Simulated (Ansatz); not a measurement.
A nudged elastic band was laid between two geometries of a periodic cell of 19 atoms, C18S (surface graphene monolayer, adsorbate S).

Theory: Ansatz, DFT PBE-D3(BJ), scalar-relativistic, plane waves, PAW. Settings: cutoff 420 eV, k mesh 2x2x1, fermi-dirac smearing 0.05 eV, spin collinear.

| Item | Value |
| --- | --- |
| movable images | 5 |
| climbing image | yes |
| spring | 5.0 eV/Å² |
| optimiser | quadratic models (default) |
| start path | IDPP |
| force threshold | 0.05 eV/Å |
| iteration limit | 43 |
| end points | relaxed |

Initial state:

```xyz
19
Lattice="7.3980 0.0000 0.0000 -3.6990 6.4069 0.0000 0.0000 0.0000 13.0000" Properties=species:S:1:pos:R:3
C 0.035 0.025 0.924
C 1.274 0.736 0.893
C -1.185 2.150 0.926
C 0.034 2.859 0.927
C -2.425 4.273 0.893
C -1.186 4.984 0.925
C 2.513 0.025 0.924
C 3.712 0.734 0.994
C 1.274 2.148 0.927
C 2.514 2.859 0.927
C 0.013 4.275 0.996
C 1.274 4.966 1.274
C 4.973 0.042 1.272
C 6.234 0.734 0.994
C 3.733 2.150 0.926
C 4.973 2.861 0.927
C 2.535 4.275 0.995
C 3.734 4.984 0.924
S 1.274 5.709 3.039
```

Final state:

Only the atoms that move by more than 0.05 Å are listed.
```
C7 2.479 0.004 0.996
C8 3.740 0.695 1.274
C10 2.479 2.869 0.994
C11 0.041 4.283 0.927
C12 1.281 4.995 0.927
C13 5.001 0.004 0.995
C14 6.200 0.713 0.924
C15 3.740 2.178 1.272
C16 5.001 2.869 0.994
C17 2.500 4.285 0.926
S19 0.041 7.845 3.039
```

(1) Which bonds break or form, and what moves?

(2) What energy profile does the band end with?

(3) What is the geometry of the highest image?

Answers

(1) Contacts lost: C12–S19, C13–S19. Contacts made: C8–S19, C15–S19. The atom that moves furthest is S19, by 2.47 Å.

(2) It converged. The highest image is number 1 of 0 to 6, 0.37 eV above the ends, which have the same energy within 2 meV. The profile has 2 maxima (images 1, 4) with wells between them (image 3): this band takes more than one step, which may be the mechanism or a detour left from its start path. By the program's own check the climbing image is of a kind that is not told: the force calls were inconclusive, a negative curvature could not be distinguished from the path's own, the only one lies far off the path, or fixed occupations may fill a level only in part (lowest curvatures found: -1.25 and 0.71 eV/Å²). Limits of this set-up: coarse k mesh, slab without dipole correction.

```tsv
image	path coordinate (Å)	energy (eV)	C12–S19 (Å)	C13–S19 (Å)	C8–S19 (Å)
0	0.00	0.00	1.92	1.92	2.80
1	0.71	0.37	2.56	1.94	2.58
2	1.14	0.18	2.69	1.90	2.16
3	1.58	0.01	2.84	1.94	1.90
4	2.01	0.33	3.16	2.35	1.92
5	2.44	0.28	3.46	2.63	1.91
6	2.88	0.00	3.76	2.80	1.92
```

(3) 
```xyz
19
Lattice="7.3980 0.0000 0.0000 -3.6990 6.4069 0.0000 0.0000 0.0000 13.0000" Properties=species:S:1:pos:R:3
C 0.036 0.001 0.935
C 1.266 0.712 0.923
C -1.196 2.134 0.940
C 0.035 2.843 0.927
C -2.435 4.267 0.913
C -1.201 4.979 0.925
C 2.494 -0.001 0.944
C 3.711 0.718 1.034
C 1.265 2.132 0.941
C 2.497 2.843 0.938
C 0.031 4.264 0.948
C 1.265 4.956 1.037
C 4.969 -0.001 1.242
C 6.221 0.722 1.007
C 3.727 2.135 0.956
C 4.963 2.843 0.935
C 2.500 4.263 0.955
C 3.730 4.979 0.931
S 1.221 6.355 3.181
```

The run took 8 min on 2 threads of Arm Neoverse V2, on a shared host, peak memory 1.9 GiB.
